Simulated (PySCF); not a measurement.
BaCl2, charge +1, doublet, at a GFN2-xTB geometry (such geometries of metal compounds can be far from the true shape) (a state made from the parent by changing its charge; the spin is typed, not shown lowest) (core potentials on Ba), atoms displaced at random by about 0.02 Å a coordinate. Base run: PBE0/def2-SVP (PySCF).

Here is a job for PySCF.
```python
from pyscf import gto, scf, dft
from pyscf.geomopt import geometric_solver

mol = gto.Mole()
mol.atom = '''
    Ba    0.438388    0.495441    0.587227
    Cl    0.255974   -0.670485   -1.888787
    Cl   -1.685657   -1.069256   -0.038818
'''
mol.basis = 'def2-svp'
mol.ecp = {'Ba': 'def2-svp'}
mol.charge = 1
mol.spin = 1
mol.verbose = 3
mol.build()

def method(m):
    mf = dft.UKS(m)
    mf.xc = 'pbe0'
    return mf

conv, mol_eq = geometric_solver.kernel(method(mol), maxsteps=100)
print('optimisation converged:', conv)
print(mol_eq.tostring(format='xyz'))
mf = method(mol_eq)
mf.kernel()
```

Variants of this job, named by their change:

```json
[
 {"change": "base", "ΔE vs base (µEh)": "0.0", "optimiser steps": "10", "core-seconds (rough)": "80", "outcome": "converged"},
 {"change": "trust = 0.02", "ΔE vs base (µEh)": "0.6", "optimiser steps": "12", "core-seconds (rough)": "100", "outcome": "converged"},
 {"change": "coordsys = dlc", "ΔE vs base (µEh)": "7.5", "optimiser steps": "7", "core-seconds (rough)": "80", "outcome": "converged"},
 {"change": "coordsys = hdlc", "ΔE vs base (µEh)": "6.5", "optimiser steps": "5", "core-seconds (rough)": "50", "outcome": "converged"},
 {"change": "convergence_set = GAU_TIGHT", "ΔE vs base (µEh)": "-", "optimiser steps": "-", "core-seconds (rough)": "-", "outcome": "cut at the time limit"},
 {"change": "convergence_set = NWCHEM_LOOSE", "ΔE vs base (µEh)": "4.8", "optimiser steps": "7", "core-seconds (rough)": "80", "outcome": "converged"},
 {"change": "coordsys = prim", "ΔE vs base (µEh)": "7.5", "optimiser steps": "7", "core-seconds (rough)": "70", "outcome": "converged"}
]
```

Open shells are given as the SCF converged; they aren't shown to be the lowest states, and a large step between rows can be another state.
